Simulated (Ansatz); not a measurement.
# Worked example: SnH3(SeH) + C3H8N → SnH2(SeH) + C3H9N

Species: SnH3(SeH), singlet; C3H8N `CC[N]C`, doublet; SnH2(SeH), doublet; C3H9N (ethylmethylamine) `CCNC`, singlet. A radical takes H: the energy is the difference in strength between the Sn–H bond broken and the N–H bond made.

Shapes, held fixed at every level: PBE0-D4/def2-TZVP. Flexible molecules stand in one conformer, not always the lowest. Programs: Ansatz 0.2.0. The zero-point and thermal change to 298 K, harmonic and unscaled (PBE0-D4/def2-TZVP), is +17.5 kJ/mol.

At wB97X-V/def2-TZVPP; 1 Eh = 2625.50 kJ/mol:

```
  species   energy (Eh)
SnH3(SeH)  -2618.023127
    C3H8N   -173.834926
SnH2(SeH)  -2617.398551
    C3H9N   -174.494043
```

Problem. Work out ΔH(298 K) of the reaction at this level.

Solution. 
1. Products less reactants: (-2617.398551) + (-174.494043) − [(-2618.023127) + (-173.834926)] = -0.034541 Eh = -90.7 kJ/mol.
2. With the thermal change: -90.7 + (+17.5) = -73.2 kJ/mol.

Other levels give -107.1 (SPW92/def2-TZVPP) to -46.9 kJ/mol (HF/def2-SVP). No measured value is set beside it here. Open shells run unrestricted. For atoms past krypton def2 sets carry core potentials with scalar relativity. Relativity is left out for Se. Outer-core shells of Se, Sn are correlated, in sets that cover them unevenly. The median of the other levels is -84.2 kJ/mol.
